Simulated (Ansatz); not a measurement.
Input file for Ansatz (a program for electronic structure): U-B97M-V/def2-TZVPP on Cl (SMILES [Cl]).

Ansatz 0.2 input:
```yaml
crystal:
  periodic: [false, false, false]
  atoms:
    - {symbol: Cl, position_ang: [0.00000000, 0.00000000, 0.00000000]}
basis:
  gaussian:
    orbitals: def2-TZVPP
hamiltonian:
  xc: {name: B97M-V}
magnetization: {spin_polarized: true, initial_magnetization: 1}
```

Output:

```
WARN ansatz: RAYON_NUM_THREADS=4 ignored (pool sized by the plan → 4); use --threads N
Functional definition: B97M-V
integrals: 0.01 GiB planned
294 factors; their error is unknown
mean field: 0.17 GiB planned
mean field evaluation 1: about -12517.8441 eV, gradient 5.0e0 eV
mean field evaluation 2: about -12517.9407 eV, gradient 1.8e0 eV
mean field evaluation 4: about -12517.9530 eV, gradient 4.9e-2 eV
mean field evaluation 8: about -12517.9450 eV, gradient 1.6e-3 eV
mean field evaluation 16: about -12517.9450 eV, gradient 3.8e-2 eV
mean field -12517.94498018 eV, -460.0259930539 hartree, gradient 3.5e-6 eV, S^2 0.754069; 1 other end points of the search recorded, 0 dependent functions left out
reference -12517.94500608 eV, -460.0259940056 hartree; 9, 8 occupied and 33, 34 virtual orbitals, 294 factors
Total energy: -12517.94500608 eV, -460.0259940056 hartree
```

The run converged.

Cost: about 1.9 core-seconds (a rough figure).
